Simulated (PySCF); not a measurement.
**Argon: highly charged ions in a basis for the neutral atom**

Ar¹²⁺ [He] 2s2 2p2, Ar¹³⁺ [He] 2s2 2p1. Computed with PySCF 2.14 in 6-31G*, with no relativity, point nucleus. No spin-orbit coupling, so a gap to NIST mixes the basis error with missing relativistic terms.

Changed run: basis of the neutral atom used for a highly charged ion. This setting is unsound on purpose.

```tsv
species	method	sound run (hartree)	changed run (hartree)	converged
Ar¹²⁺	UHF	not run	-429.62424	yes
Ar¹²⁺	M06-L	not run	-429.85523	yes
Ar¹²⁺	PBE0	not run	-429.68260	yes
Ar¹³⁺	UHF	not run	-404.39539	yes
Ar¹³⁺	M06-L	not run	-404.58514	yes
Ar¹³⁺	PBE0	not run	-404.43506	yes
```

Ionisation energy of Ar¹²⁺:

| method | changed run (eV) | NIST (eV) |
| --- | --- | --- |
| UHF | 686.51 | 685.5 ± 0.3 |
| M06-L | 687.63 | 685.5 ± 0.3 |
| PBE0 | 687.02 | 685.5 ± 0.3 |

The contracted functions were made for the neutral atom and can be too rigid for a highly charged ion.
